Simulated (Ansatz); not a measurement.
Start from `COCCCl` and change one atom or group to get `BCCCCl`.

Ansatz, PBE0-D4/def2-TZVP geometries, multiplicity 1. Each molecule was computed in one conformer, which needn't be the lowest.

```tsv
property	`COCCCl`
LUMO energy (PBE/def2-TZVPP) / eV	-0.39
HOMO energy (PBE/def2-TZVPP) / eV	-6.15
LUMO energy (ωB97M-V/def2-TZVPP) / eV	2.49
HOMO–LUMO gap (B3LYP/def2-TZVPP) / eV	7.85
LUMO energy (B3LYP/def2-TZVPP) / eV	0.38
size of the dipole moment (ωB97M-V/def2-TZVPP) / D	1.74
```

**Question.** Give the same properties after the change, and the shifts. (Estimate.)

**Answer.** Ansatz gave: 
| property | `BCCCCl` | shift |
| --- | --- | --- |
| LUMO energy (PBE/def2-TZVPP) / eV | -2.35 | -1.96 |
| HOMO energy (PBE/def2-TZVPP) / eV | -6.95 | -0.80 |
| LUMO energy (ωB97M-V/def2-TZVPP) / eV | 0.57 | -1.92 |
| HOMO–LUMO gap (B3LYP/def2-TZVPP) / eV | 6.53 | -1.32 |
| LUMO energy (B3LYP/def2-TZVPP) / eV | -1.56 | -1.94 |
| size of the dipole moment (ωB97M-V/def2-TZVPP) / D | 1.79 | 0.05 |

With PBE0 the HOMO falls by 0.65 eV and the LUMO falls by 2.00 eV, so the gap narrows by about 1.35 eV. PBE moves the HOMO by -0.80 eV and ωB97M-V by -0.59 eV. Dipoles are sizes alone; their direction can turn.

B3LYP here is the variant with VWN-RPA as its local correlation; programs differ in this.
